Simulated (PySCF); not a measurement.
## Telling isomers of C₅H₁₀N₂O₂Si apart by NMR

Non-relativistic, gas phase, one conformer, equivalent nuclei averaged. Shieldings: GIAO PBE0/pcSseg-1; GFN2-xTB geometry; PySCF 2.14.

Referencing at the same level of theory: ¹H (σ = 31.72 ppm) and ¹³C (σ = 186.93 ppm) vs TMS. Where no couplings were computed, multiplicities follow the n + 1 count of equivalent neighbours, and m marks all less simple cases (inequivalent or close neighbours, rings, F or P nearby). Shifts are as computed. Against solution values, carbons near 30 ppm lie about +3 ppm off and those near 130 ppm about +5 ppm. Of 1211 compounds with measured shifts, 218 miss one by over three times the rms of a fit or turn the order of signals round; such compounds aren't used in these exercises. OH and NH positions are gas-phase values without hydrogen bonding to other molecules.

(1) Tabulate the signals of `CO[Si@@H](O)n1ccc(N)c1`, `CO[Si@@](N)(O)n1cccc1` and their relative energies.

(2) What is the quickest way to tell CO[Si@@H](O)n1ccc(N)c1 from CO[Si@@](N)(O)n1cccc1?

Results:

(1) 
```json
{"SMILES": "CO[Si@@H](O)n1ccc(N)c1", "carbon types": "1×C 3×CH 1×CH3", "δC": "143.2, 124.5, 108.1, 104.2, 52.1", "δH": "6.39 (m, 1H), 6.25 (m, 1H), 6.04 (m, 1H), 4.84 (s, 1H), 3.83 (s, 3H), 2.82 (br s, 2H), 2.23 (br s, 1H)", "E rel. (kcal/mol)": "28.6"}
{"SMILES": "CO[Si@@](N)(O)n1cccc1", "carbon types": "4×CH 1×CH3", "δC": "124.5, 116.5, 53.2", "δH": "6.61 (m, 2H), 6.56 (m, 2H), 3.79 (s, 3H), 2.32 (br s, 1H), 0.81 (br s, 2H)", "E rel. (kcal/mol)": "0.0"}
```

Energies are electronic energies at PBE0/pcSseg-1 on these geometries, without zero-point or thermal terms, each for the one conformer computed, which needn't be the lowest.

(2) Count the carbon signals: 5 against 3. The first has an aromatic carbon bearing nitrogen (C) at 143.2 ppm, the second an aromatic CH at 116.5 ppm. Their most deshielded carbons lie at 143.2 and 124.5 ppm.
